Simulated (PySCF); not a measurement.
Compound: C6H6O2PS (charge -1).
Cartesian coordinates in Å at the PBE0-D3(BJ)/def2-SVP level; atoms count from 1:
```
atom  x, y, z in Å
C1    -2.9557    0.4545    0.6774
C2    -2.0129   -0.4896    0.6426
P3    -1.0728   -0.8394   -0.8974
O4    -1.5171    0.1607   -1.9366
O5    -1.0268   -2.3363   -1.0710
C6     0.6324   -0.3405   -0.3847
C7     1.2465    0.8853   -0.4902
C8     2.5890    0.8888   -0.0181
C9     2.9834   -0.3459    0.4405
S10    1.7182   -1.5008    0.2825
H11   -3.5782    0.6463    1.5611
H12   -3.1214    1.0604   -0.2215
H13   -1.8175   -1.1260    1.5161
H14    0.7177    1.7396   -0.9166
H15    3.2440    1.7639   -0.0237
H16    3.9567   -0.6279    0.8434
```

Level: PBE0/pcSseg-1 in PySCF, non-relativistic, on one gas-phase PBE0-D3(BJ)/def2-SVP geometry that isn't relaxed in the solvent. The solvent is an IEF-PCM continuum (Bondi radii, 1.10 Å for H, scaled by 1.2). Only the electrostatic response of the medium enters.

Gas phase at PBE0/pcSseg-1: HOMO -2.55 eV, LUMO 2.87 eV.

What does the continuum do to the energy and the frontier levels at PBE0/pcSseg-1 in benzene and dimethylsulfoxide?

| solvent | ε | E(solvent) − E(gas) (kcal/mol) | polarisation term (kcal/mol) | distortion of the solute (kcal/mol) | HOMO (eV) | LUMO (eV) |
| --- | --- | --- | --- | --- | --- | --- |
| benzene | 2.271 | -32.30 | -33.37 | 1.07 | -4.91 | 0.85 |
| dimethylsulfoxide | 46.83 | -61.09 | -66.53 | 5.44 | -6.63 | -0.68 |

The polarisation term is half the interaction of the solute with the surface charges that it induces; the rest is the cost of distorting the solute's density. The sum is the electrostatic part of solvation alone. From benzene to dimethylsulfoxide the lowering changes by a factor 1.89, Born's factor 1 − 1/ε by 1.75 and ε itself by 20.6.

Which radius a makes Born's formula ΔE = −(q²/2a)(1 − 1/ε) give the value in dimethylsulfoxide?

a = q²(1 − 1/ε)/(2|ΔE|) = 2.66 Å, with q = -1 e and |ΔE| = 0.0973 Eh; the farthest nucleus lies 4.09 Å from the centroid of the nuclei. The formula assumes a point charge at the centre of a sphere.

Which Hirshfeld charges (PBE0/pcSseg-1) respond most in benzene (means over atoms taken as equivalent)?

```csv
atoms,environment,gas (e),solvent (e),change
O5,oxygen bonded to P,-0.486,-0.506,-0.020
O4,oxygen bonded to P,-0.465,-0.484,-0.019
H16,aromatic hydrogen,+0.031,+0.045,+0.014
H11,vinylic hydrogen,+0.019,+0.032,+0.013
H15,aromatic hydrogen,+0.033,+0.044,+0.011
C6,substituted aromatic carbon,-0.088,-0.099,-0.011
C9,aromatic CH next to a ring sulfur,-0.120,-0.109,+0.011
P3,phosphoryl phosphorus,+0.334,+0.325,-0.009
C1,terminal =CH2 carbon,-0.125,-0.118,+0.007
C2,alkene CH carbon,-0.116,-0.122,-0.006
C8,aromatic CH carbon,-0.099,-0.093,+0.006
H13,vinylic hydrogen,+0.023,+0.028,+0.005
```

Which Mayer bond orders change most in benzene?

| bond | length (Å) | gas | solvent | change |
| --- | --- | --- | --- | --- |
| C2–P3 | 1.838 | 0.835 | 0.856 | +0.021 |
| P3–C6 | 1.849 | 0.710 | 0.728 | +0.018 |
| P3–O4 | 1.509 | 1.723 | 1.707 | -0.016 |
| P3–O5 | 1.508 | 1.714 | 1.698 | -0.016 |
| C6–C7 | 1.375 | 1.569 | 1.560 | -0.009 |
| C1–C2 | 1.335 | 1.965 | 1.957 | -0.008 |
| S10–C6 | 1.724 | 1.170 | 1.162 | -0.008 |
| C8–C9 | 1.375 | 1.544 | 1.550 | +0.006 |

How do the nuclear quadrupole coupling constants eQVzz/h respond in benzene?

```
   nucleus  Q (barn)  gas (MHz)  solvent (MHz)  η gas  η solvent
 17O at O4   -0.0256      -5.15          -5.14   0.12       0.14
 17O at O5   -0.0256      -5.14          -5.15   0.19       0.20
33S at S10  -0.06781     -28.75         -28.59   0.42       0.43
```
